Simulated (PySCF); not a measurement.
Compound: CH9NSi3.
Z-matrix (Å and degrees, PBE0-D3(BJ)/def2-SVP geometry), rows numbered from 1:
```
N 
C   1  1.2729
Si  2  1.9053  1  126.48
Si  3  2.3476  2  106.93  1   -92.83
Si  4  2.3466  3  106.85  2    55.95
H   1  1.0284  2  110.91  3    -2.89
H   2  1.1076  1  116.09  3  -177.08
H   3  1.4978  2  107.56  1    23.60
H   3  1.4951  2  111.06  1   144.06
H   4  1.4970  3  110.04  2   -63.89
H   4  1.4972  3  110.78  2   175.83
H   5  1.4964  4  108.81  3    60.81
H   5  1.4943  4  109.76  3   -57.95
H   5  1.4950  4  111.34  3  -179.14
```

The closed-shell ground state was solved at several levels (PySCF, density fitting, gas phase, non-relativistic).

```json
{"level": "PBE0/pcSseg-1", "basis functions": "151", "total energy (Eh)": "-966.1829", "HOMO (eV)": "-7.28", "LUMO (eV)": "-1.18", "gap (eV)": "6.10", "dipole (D)": "1.83"}
{"level": "CAM-B3LYP/pcSseg-2", "basis functions": "327", "total energy (Eh)": "-966.7604", "HOMO (eV)": "-8.68", "LUMO (eV)": "-0.14", "gap (eV)": "8.54", "dipole (D)": "1.99"}
```

(1) What might CAM-B3LYP/def2-SVPD (184 basis functions) give for the same quantities?

(2) How far do the dipole and the HOMO energy spread over the levels?

Answers

(1) Total energy -966.3319 Eh, HOMO -8.67 eV, LUMO -0.12 eV, gap 8.55 eV, dipole 1.97 D.

(2) The dipole runs from 1.83 to 1.99 D (mean 1.93 D) and the HOMO from -8.68 to -7.28 eV.

One conformer stands for the species.
